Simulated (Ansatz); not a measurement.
Molecule: WCl$_{2}$, charge 0, multiplicity 5. The spin state was set by rule; other spins were not relaxed. SMILES: [Cl][W][Cl]
Geometry: optimised at B3LYP-D3(BJ)/def2-TZVP (Ansatz, a program for electronic structure).

Quantity: atomisation energy (electronic, to ground-state atoms), in kcal/mol. Correlated levels leave the core frozen unless marked. UHF or UKS for open shells. No spin-orbit coupling. The frozen core is the preceding noble-gas configuration, with the filled d and f shells of earlier blocks. Past Kr the def2 sets carry scalar-relativistic core potentials. The coupled-cluster limit lacks core correlation, which all-electron functionals hold. CBS marks a two-point X^-3 extrapolation of the correlation energy; Hartree-Fock from the larger set. [CCSD(T)-MP2]/basis is that difference in the basis named.

```csv
level,program,atomisation energy (kcal/mol)
BLYP/def2-TZVPD,Ansatz,198.5
r2SCAN-D3(BJ)/def2-TZVPD,Ansatz + dftd3,214.4
r2SCAN-D4/def2-TZVPD,Ansatz + dftd4,214.3
B3LYP-D4/def2-TZVPD,Ansatz + dftd4,…
PBE0-D3(BJ)/def2-TZVPD,Ansatz + dftd3,…
r2SCANh/def2-TZVPD,Ansatz,211.2
LC-wPBE-D3(BJ)/def2-TZVPD,Ansatz + dftd3,212.7
LC-wPBE-D4/def2-TZVPD,Ansatz + dftd4,212.7
wB97X-V/def2-TZVPD,Ansatz,…
RPA@PBE/def2-TZVPP,Ansatz,182.4
CCSD/def2-SVPD,Ansatz,182.4
"RI-MP2/CBS(def2-TZVPPD,def2-QZVPPD)+[CCSD(T)-MP2]/def2-TZVPPD",Ansatz,…
```

### Question
Fill in the missing entries.

### Answer

- B3LYP-D4/def2-TZVPD, atomisation energy (kcal/mol): 201.4
- PBE0-D3(BJ)/def2-TZVPD, atomisation energy (kcal/mol): 211.8
- wB97X-V/def2-TZVPD, atomisation energy (kcal/mol): 208.5
- RI-MP2/CBS(def2-TZVPPD,def2-QZVPPD)+[CCSD(T)-MP2]/def2-TZVPPD, atomisation energy (kcal/mol): 206.8
